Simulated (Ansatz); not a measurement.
The lowest singlet and triplet of C2H6Si (SMILES C[Si]C); geometries from B3LYP-D3(BJ)/def2-TZVP, each state relaxed from the structure named, with no frequency check.
Singlet at the triplet's geometry (charge 0, multiplicity 1):
```xyz
9

C      1.618     0.029     0.417
Si     0.004    -0.189    -0.557
C     -1.623     0.224     0.328
H      2.473    -0.241    -0.204
H      1.739     1.069     0.731
H      1.622    -0.612     1.301
H     -1.753    -0.410     1.208
H     -2.469     0.056    -0.340
H     -1.636     1.271     0.638
```

A positive gap puts the triplet lower; no zero-point energy. R- takes a restricted singlet. U- takes an unrestricted singlet (broken symmetry where lower, unprojected). The triplet is unrestricted in single-reference levels. Active spaces average the two states.

Cores are frozen in the correlated methods.

Programs: Ansatz (a first-principles code) with Gaussian orbitals. 

| level | gap E(singlet) − E(triplet), vertical, at the triplet's geometry (eV) |
|---|---|
| U-HF/cc-pV(D+d)Z (spin-contaminated) | -0.323 |
| U-SVWN5/def2-TZVPP | -0.809 |
| R-wB97X-V/def2-TZVPP | -0.846 |
| U-wB97M-V/def2-TZVPP | -0.998 |
| R-MP2/cc-pV(D+d)Z | -0.547 |
| R-SCS-MP2/cc-pV(D+d)Z | -0.680 |
| R-CCSD/cc-pV(D+d)Z | ? |
| FIC-NEVPT4(SD) on SA-CASSCF(2,2)/cc-pV(T+d)Z | -0.828 |
| FIC-MRCISD+Q on SA-CASSCF(2,2)/cc-pV(T+d)Z | -0.819 |

Question: Some entries are withheld; supply them.

Answer: 
- R-CCSD/cc-pV(D+d)Z, gap E(singlet) − E(triplet), vertical, at the triplet's geometry (eV): -0.697

Doubts at one or more of the structures used: a restricted determinant that unrestricted orbitals would lower (R-MP2/cc-pV(D+d)Z, R-SCS-MP2/cc-pV(D+d)Z, R-CCSD/cc-pV(D+d)Z).
